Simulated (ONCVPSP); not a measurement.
**Reading a pseudo-wave (Ga (Z = 31))**

Columns: radius, all-electron u(r) and pseudo u(r) of the 3p shell (level -98.86 eV) of gallium in the configuration [Ne] 3s2 3p6 3d10 4s2 4p1; PBE, scalar-relativistic, ONCV scheme, ONCVPSP 4.0.1.

```json
{"r (bohr)": "0.062", "all-electron": "-0.4886", "pseudo": "0.0445"}
{"r (bohr)": "0.125", "all-electron": "-0.6853", "pseudo": "0.1729"}
{"r (bohr)": "0.188", "all-electron": "-0.3942", "pseudo": "0.3645"}
{"r (bohr)": "0.250", "all-electron": "0.0814", "pseudo": "0.5857"}
{"r (bohr)": "0.312", "all-electron": "0.5427", "pseudo": "0.8082"}
{"r (bohr)": "0.375", "all-electron": "0.9072", "pseudo": "1.0072"}
{"r (bohr)": "0.438", "all-electron": "1.1463", "pseudo": "1.1582"}
{"r (bohr)": "0.500", "all-electron": "1.2706", "pseudo": "1.2495"}
{"r (bohr)": "0.562", "all-electron": "1.3098", "pseudo": "1.2842"}
{"r (bohr)": "0.625", "all-electron": "1.2872", "pseudo": "1.2684"}
{"r (bohr)": "0.688", "all-electron": "1.2236", "pseudo": "1.2131"}
{"r (bohr)": "0.750", "all-electron": "1.1374", "pseudo": "1.1326"}
{"r (bohr)": "0.812", "all-electron": "1.0396", "pseudo": "1.0378"}
{"r (bohr)": "0.875", "all-electron": "0.9363", "pseudo": "0.9357"}
{"r (bohr)": "0.938", "all-electron": "0.8346", "pseudo": "0.8344"}
{"r (bohr)": "1.000", "all-electron": "0.7396", "pseudo": "0.7394"}
{"r (bohr)": "1.062", "all-electron": "0.6512", "pseudo": "0.6510"}
{"r (bohr)": "1.125", "all-electron": "0.5692", "pseudo": "0.5691"}
{"r (bohr)": "1.188", "all-electron": "0.4954", "pseudo": "0.4953"}
{"r (bohr)": "1.250", "all-electron": "0.4306", "pseudo": "0.4305"}
{"r (bohr)": "1.312", "all-electron": "0.3732", "pseudo": "0.3731"}
{"r (bohr)": "1.375", "all-electron": "0.3219", "pseudo": "0.3218"}
{"r (bohr)": "1.438", "all-electron": "0.2771", "pseudo": "0.2770"}
{"r (bohr)": "1.500", "all-electron": "0.2386", "pseudo": "0.2386"}
{"r (bohr)": "1.562", "all-electron": "0.2052", "pseudo": "0.2052"}
{"r (bohr)": "1.625", "all-electron": "0.1758", "pseudo": "0.1757"}
```

Question: How many radial nodes do the two functions have?

Answer: The all-electron 3p function has n − l − 1 = 1; the pseudo-wave has 0, since the states of the same l below it are removed with the core.

Question: At about which radius was the pseudo-wave matched?

Answer: 1.00 bohr, where the columns begin to agree (steps of 0.06 bohr).

Question: Is the pseudo-wave norm-conserving?

Answer: Yes: the ONCV scheme keeps the norm inside the radius equal to the all-electron one, which fixes the energy derivative of the logarithmic derivative at the level.
